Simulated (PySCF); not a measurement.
A calculated (PBE, PySCF 2.14, x2c-TZVPPall with one added diffuse shell each of s, p, d, f type, scalar relativity by spin-free X2C-1e) atom or ion has these occupied shells.

```
shell  electrons  orbital energy (eV)  rms radius, mean of both spins (bohr)
 1s β          1             -80493.6                                 0.0190
 1s α          1             -80493.6                                 0.0190
 2s α          1             -14220.4                                 0.0769
 2s β          1             -14220.4                                 0.0769
 2p α          3             -12353.5                                 0.0704
 2p β          3             -12353.4                                 0.0704
 3s α          1              -3375.0                                  0.196
 3s β          1              -3374.9                                  0.196
 3p α          3              -2830.4                                  0.199
 3p β          3              -2830.4                                  0.199
 3d α          5              -2223.0                                  0.181
 3d β          5              -2222.9                                  0.181
 4s α          1              -749.66                                  0.433
 4s β          1              -749.58                                  0.433
 4p α          3              -569.92                                  0.461
 4p β          3              -569.86                                  0.461
 4d α          5              -347.28                                  0.493
 4d β          5              -347.20                                  0.493
 5s α          1              -129.83                                  0.983
 5s β          1              -129.30                                  0.983
 4f α          7              -103.26                                  0.550
 4f β          7              -103.15                                  0.550
 5p α          3              -81.940                                   1.13
 5p β          3              -81.281                                   1.13
 5d α          5              -27.682                                   1.63
 5d β          4              -26.989                                   1.63
```

Question: Name the element and its charge.

Answer: Au²⁺ (gold, charge +2), in [Xe] 4f14 5d9, 2D determinant.
